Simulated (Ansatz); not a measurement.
Geometry optimisation, RKS B3LYP/def2-SVP in Ansatz 0.2.0.

input.yaml

```yaml
crystal:
  periodic: [false, false, false]
  atoms:
    - { symbol: Al, position_ang: [0.024495, -0.600211, 1.740005] }
    - { symbol: "N", position_ang: [-0.256745, 0.014114, -0.0138] }
    - { symbol: C, position_ang: [-0.558814, -0.889586, -1.11347] }
    - { symbol: C, position_ang: [-0.527313, 1.407853, -0.332468] }
    - { symbol: H, position_ang: [0.137305, 0.498747, 2.862825] }
    - { symbol: H, position_ang: [0.083421, -2.164922, 1.918926] }
    - { symbol: H, position_ang: [2.0531, -0.026654, -0.007061] }
    - { symbol: F, position_ang: [2.802967, -0.210437, 0.486184] }
    - { symbol: H, position_ang: [-0.388613, -1.937838, -0.818641] }
    - { symbol: H, position_ang: [-1.616408, -0.800795, -1.442017] }
    - { symbol: H, position_ang: [0.064519, -0.685872, -2.007446] }
    - { symbol: H, position_ang: [0.087465, 1.770855, -1.181028] }
    - { symbol: H, position_ang: [-1.587351, 1.567946, -0.624819] }
    - { symbol: H, position_ang: [-0.318028, 2.056798, 0.532811] }
basis:
  gaussian: { orbitals: def2-SVP }
hamiltonian:
  xc: b3lyp
relax:
  f_tol: 0.03
  max_steps: 50
```

Launched with:

```bash
$ ansatz run input.yaml --threads 4 --pin off --max-ram 5120MiB --backend cpu --events-out ev --progress --plain --runs-dir out
```

Question: Where does it end, and by what steps?

Answer: It converged. After 15 steps the energy has fallen by 2.302 eV; F8 moved furthest, 1.28 Å. Parted: H7–F8 (0.92 → 2.39 Å). Joined: Al1–F8 (3.07 → 1.70 Å), N2–H7 (2.31 → 1.03 Å).

```tsv
step	energy less start (eV)	largest force component (eV/Å)	accepted
0	0.0000	1.249	yes
1	-0.1679	0.698	yes
2	-0.3244	0.574	yes
3	-0.4968	0.648	yes
4	-0.6382	0.990	yes
5	-0.8891	2.753	yes
6	-1.4636	2.779	yes
7	-1.8796	2.763	yes
8	-2.1592	0.795	yes
9	-2.2480	0.464	yes
10	-2.2623	0.973	yes
11	-2.2434	0.784	no
12	-2.2841	0.340	yes
13	-2.2999	0.101	yes
14	-2.3020	0.039	yes
15	-2.3021	0.027	yes
```

```xyz
14
Properties=species:S:1:pos:R:3
Al 0.515 -0.591 1.694
N 0.242 0.084 -0.255
C -0.394 -0.897 -1.157
C -0.356 1.430 -0.357
H -0.091 0.584 2.584
H -0.132 -2.048 1.681
H 1.236 0.152 -0.501
F 2.213 -0.571 1.560
H 0.128 -1.861 -1.079
H -1.439 -1.052 -0.850
H -0.377 -0.552 -2.205
H -0.339 1.802 -1.397
H -1.399 1.393 -0.010
H 0.192 2.126 0.291
```

Time of the run: 53 s on 4 threads of Arm Neoverse N1, on a shared host, peak memory 0.28 GiB.
